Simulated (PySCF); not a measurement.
Compound: bromochlorodifluoromethane, CBrClF2.
Bonds: F1–C2, C2–F3, C2–Cl4, C2–Br5.

Level: wB97X-D/def2-SVPD in PySCF, non-relativistic, on one gas-phase PBE0-D3(BJ)/def2-SVP geometry that isn't relaxed in the solvent. The solvent is an IEF-PCM continuum (cavity from Bondi-type radii × 1.2), and excitations are vertical TDDFT with non-equilibrium linear response and a frozen core. Specific hydrogen bonds and non-electrostatic terms are outside this model. Spin–orbit coupling is left out although an atom past zinc is present.

Gas-phase singlets (H = HOMO, L = LUMO):

```tsv
state	E (eV)	λ (nm)	f	leading configuration
S1	5.848	212	0.008	H→L 94%
S2	5.977	207	0.000	H-1→L 96%
S3	7.336	169	0.000	H-2→L 83%
S4	7.438	167	0.028	H-3→L 57%
S5	8.135	152	0.016	H→L+1 56%
```

Task: Give the list for chloroform (ε = 4.711), n² = 2.09.

Result: 
| state | E (eV) | λ (nm) | f | leading configuration | change by rank (eV) |
| --- | --- | --- | --- | --- | --- |
| S1 | 5.875 | 211 | 0.010 | H→L 94% | +0.027 |
| S2 | 6.008 | 206 | 0.000 | H-1→L 96% | +0.031 |
| S3 | 7.370 | 168 | 0.000 | H-2→L 82% | +0.034 |
| S4 | 7.452 | 166 | 0.042 | H-3→L 58% | +0.014 |
| S5 | 8.157 | 152 | 0.029 | H→L+1 56% | +0.022 |

Task: How do the frontier levels move from gas to chloroform?

Result: 
| orbital | gas (eV) | solvent (eV) | change (eV) | Löwdin shares, gas | Löwdin shares, solvent |
| --- | --- | --- | --- | --- | --- |
| LUMO+2 | 2.34 | 2.41 | +0.07 | Br5 55 %, Cl4 20 %, C2 13 %, F3 6 % | Br5 53 %, Cl4 21 %, C2 13 %, F3 7 % |
| LUMO+1 | 1.74 | 1.86 | +0.12 | Cl4 50 %, C2 24 %, Br5 20 % | Cl4 49 %, C2 25 %, Br5 19 % |
| LUMO | 0.20 | 0.32 | +0.12 | Br5 52 %, C2 25 %, Cl4 16 % | Br5 51 %, C2 25 %, Cl4 16 % |
| HOMO | -10.86 | -10.78 | +0.08 | Br5 72 %, Cl4 23 % | Br5 71 %, Cl4 23 % |
| HOMO-1 | -11.08 | -11.01 | +0.07 | Br5 81 %, C2 7 %, Cl4 6 % | Br5 81 %, C2 7 %, Cl4 6 % |
| HOMO-2 | -12.13 | -12.06 | +0.07 | Cl4 78 %, C2 6 %, Br5 5 %, F1 5 % | Cl4 78 %, C2 6 %, Br5 5 %, F1 5 % |
| HOMO-3 | -12.27 | -12.20 | +0.07 | Cl4 56 %, Br5 26 %, C2 12 % | Cl4 56 %, Br5 26 %, C2 12 % |

The HOMO–LUMO gap goes from 11.06 to 11.11 eV.
